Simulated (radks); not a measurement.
Numerical settings for the germanium ion Ge+, [Ar] 3d10 4s2 4p1. Method: scalar-relativistic Kohn-Sham, BLYP, spin-polarised, spherical densities, finite nucleus; open shells are filled with parallel spins first; Fermi nuclear charge, rms radius 4.0742 fm; computed with a radial shooting solver on a logarithmic mesh with Libxc functionals. The defaults (mesh step 0.008 in ln r, mesh end at 40 bohr or more with all orbitals vanishing there, Anderson mixing 0.5 over 9 steps, residual threshold near 1e-9 with the energy settled to 1e-9 hartree or 1e-11 of itself, here a cap of 63 iterations) give E = -2098.9590 hartree and 4p at -11.526 eV in 20 iterations. Run on one thread of a shared host, so times are rough (Intel(R) Xeon(R) Platinum 8488C): 0.23 s of CPU time, 0.23 s wall, 20 iterations on 2259 mesh points. Changes against that run (0 stands for a change within the tolerance of the run):

setting                    iterations         converged  E (mhartree)  e(4p) (meV)  CPU (s)
mesh step in ln r 0.12              4                no      diverged            -     0.01
mesh step in ln r 0.2               4                no      diverged            -     0.02
mesh step in ln r 0.02             16               yes             0            0     0.09
mesh end (bohr) 3                  20  level above zero          +852    +1.46e+04     0.18
mesh end (bohr) 8                  20               yes        +0.313        +22.4     0.22
residual threshold 0.1             12               yes             0            0     0.15
residual threshold 1e-13           63                no             0            0     0.41
mixing 0.05                        48               yes             0            0     0.44
linear mixing, mixing 0.2          63                no             0            0     0.55
linear mixing, mixing 0.8          16                no      diverged            -     0.27
mixing history 3                   26               yes             0            0     0.24
iteration cap 3                     3                no         +37.3     -1.3e+03     0.05

Settled on a wrong energy, with an occupied level pushed above zero by the early mesh end: mesh end (bohr) 3 (+0.852 hartree). Apart from these: no run marked as converged misses the energy by more than 1 mhartree. A mesh that ends early acts as a hard wall.
